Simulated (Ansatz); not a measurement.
`C[CH2][SbH][SiH3]` and `C[CH2][SbH][OH]` differ in one atom or group.

Ansatz, PBE0-D4/def2-TZVP geometries, multiplicity 1. Each molecule was computed in one conformer, which needn't be the lowest.

Elements past krypton have def2 core potentials.

| property | `C[CH2][SbH][SiH3]` |
| --- | --- |
| HOMO energy (ωB97M-V/def2-TZVPP) / eV | -8.82 |
| HOMO–LUMO gap (B3LYP/def2-TZVPP) / eV | 5.98 |
| HOMO energy (B3LYP/def2-TZVPP) / eV | -6.63 |
| HOMO energy (PBE/def2-TZVPP) / eV | -5.85 |
| size of the dipole moment (ωB97M-V/def2-TZVPP) / D | 0.93 |
| HOMO–LUMO gap (PBE0/def2-TZVPP) / eV | 6.36 |

Problem. What does the change do to each property? (Estimate.)

Solution. Ansatz gave: 
```
                                          property  `C[CH2][SbH][OH]`  shift
             HOMO energy (ωB97M-V/def2-TZVPP) / eV              -8.96  -0.14
             HOMO–LUMO gap (B3LYP/def2-TZVPP) / eV               5.58  -0.40
               HOMO energy (B3LYP/def2-TZVPP) / eV              -6.69  -0.06
                 HOMO energy (PBE/def2-TZVPP) / eV              -5.79   0.06
size of the dipole moment (ωB97M-V/def2-TZVPP) / D               1.52   0.59
              HOMO–LUMO gap (PBE0/def2-TZVPP) / eV               6.00  -0.36
```

With PBE0 the HOMO falls by 0.05 eV and the LUMO falls by 0.41 eV, so the gap narrows by about 0.36 eV. PBE moves the HOMO by 0.06 eV and ωB97M-V by -0.14 eV. Dipoles are sizes alone; their direction can turn.

B3LYP here is the variant with VWN-RPA as its local correlation; programs differ in this.

Spin–orbit coupling is left out; it splits and shifts lone-pair levels of the heavy atoms by tenths of an eV.
